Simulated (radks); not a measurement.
Hf+, 71 electrons, occupied as [Xe] 4f14 5d1 6s2 (the NIST ground configuration).

All-electron calculation, scalar-relativistic Kohn-Sham, PBE, spin-polarised, spherical densities, point nucleus; open shells are filled with parallel spins first (spin-orbit coupling, left out, can overturn this in heavy ions). Program: a radial shooting solver on a logarithmic mesh with Libxc functionals.

Energy parts (hartree):
total: -15077.9842
kinetic: 16523.2091
electron-nucleus: -37175.9828
Hartree: 5882.0986
exchange-correlation: -307.3091

Orbitals (lengths in bohr, moments of r in powers of bohr; r(90%) holds 90 % of the orbital's charge):
orbital  occ.  eigenvalue (hartree)  r(90%)       <r^4>   <1/r>
1s up       1             -2399.645  0.0345   6.617e-07   83.84
1s down     1             -2399.646  0.0345   6.617e-07   83.84
2s up       1             -410.6653   0.125   0.0001006   19.57
2s down     1             -410.6641   0.125   0.0001006   19.57
2p up       3             -360.6002   0.117  0.00007816   17.85
2p down     3             -360.5992   0.117  0.00007816   17.85
3s up       1             -93.83368   0.306    0.003729   7.241
3s down     1             -93.83359   0.306    0.003729   7.241
3p up       3             -78.87953   0.312    0.003987   6.712
3p down     3             -78.87938   0.312    0.003987   6.712
3d up       5             -61.19238   0.293    0.003093   6.350
3d down     5             -61.19175   0.293    0.003093   6.350
4s up       1             -19.17671   0.672     0.08906   3.067
4s down     1             -19.17600   0.672     0.08906   3.067
4p up       3             -14.27194   0.724      0.1188   2.792
4p down     3             -14.27131   0.724      0.1188   2.792
4d up       5              -7.93660   0.804      0.1799   2.475
4d down     5              -7.93576   0.804      0.1797   2.475
4f up       7              -0.96139    1.15      0.9484   1.917
4f down     7              -0.95800    1.14      0.9233   1.920
5s up       1              -2.81059    1.63       3.101   1.173
5s down     1              -2.79678    1.63       3.072   1.176
5p up       3              -1.65180    1.96       6.387  0.9787
5p down     3              -1.63252    1.95       6.323  0.9822
5d up       1              -0.40330    3.41       58.52  0.6021
5d down     0              -0.37940    3.47       62.94  0.5985
6s up       1              -0.44347    4.49       174.4  0.4074
6s down     1              -0.42599    4.56       185.1  0.4014

The highest occupied level is 5d up at -10.974 eV. Spin moment in Bohr magnetons: 1. For comparison, the ionisation energy in NIST's Atomic Spectra Database is 14.61 eV (theoretical). In exact Kohn-Sham theory the highest level is minus the ionisation energy, but local and semilocal functionals leave it too shallow, through self-interaction and a potential that decays too fast; potentials with the right tail come closer. Summed over all electrons, <r^2> = 57.05 bohr^2, which gives a Langevin (diamagnetic) susceptibility term of -45.2 x 10^-6 cm^3/mol. The density falls to 0.001 e/bohr^3 at r = 4.58 bohr.
